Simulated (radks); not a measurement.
The numbers below are computed, except where a source is named.
Trend from La to Lu: ionisation energy by Delta-SCF between NIST ground configurations, and size. Level of theory: scalar-relativistic Kohn-Sham, PBE, spin-polarised, spherical densities, finite nucleus; open shells are filled with parallel spins first (spin-orbit coupling, left out, can overturn this in heavy ions); Fermi nuclear charge, rms radius of each element as measured or else 0.836 A^(1/3) + 0.57 fm (a radial shooting solver on a logarithmic mesh with Libxc functionals).

species	configuration	IE (eV)	NIST (eV)	kind	-e(HOMO) (eV)	r at 0.001 e/bohr^3 (bohr)
La	[Xe] 5d1 6s2	5.583	5.577	exp.	3.306 (5d)	5.48
Ce	[Xe] 4f1 5d1 6s2	5.714	5.539	exp.	3.326 (5d)	5.43
Pr	[Xe] 4f3 6s2	5.420	5.470	semi-emp.	1.846 (4f)	5.39
Nd	[Xe] 4f4 6s2	5.466	5.525	exp.	2.556 (4f)	5.36
Pm	[Xe] 4f5 6s2	5.513	5.582	exp.	3.158 (4f)	5.32
Sm	[Xe] 4f6 6s2	5.561	5.644	exp.	3.433 (6s)	5.29
Eu	[Xe] 4f7 6s2	5.608	5.670	exp.	3.458 (6s)	5.26
Gd	[Xe] 4f7 5d1 6s2	5.994	6.150	exp.	2.955 (5d)	5.23
Tb	[Xe] 4f9 6s2	5.864	5.864	exp.	0.896 (4f)	5.19
Dy	[Xe] 4f10 6s2	5.967	5.939	exp.	1.452 (4f)	5.16
Ho	[Xe] 4f11 6s2	6.063	6.022	exp.	1.930 (4f)	5.13
Er	[Xe] 4f12 6s2	6.156	6.108	exp.	2.345 (4f)	5.10
Tm	[Xe] 4f13 6s2	6.247	6.184	exp.	2.706 (4f)	5.07
Yb	[Xe] 4f14 6s2	6.336	6.254	exp.	3.021 (4f)	5.05
Lu	[Xe] 4f14 5d1 6s2	5.379	5.426	exp.	1.951 (5d)	5.06

Reference values: NIST Atomic Spectra Database (exp. = measured, semi-emp. = semi-empirical, theory = theoretical value adopted there). Open shells are spherical and high-spin; term and fine-structure splittings are not resolved. Spin-orbit splitting is averaged out at the scalar-relativistic level.
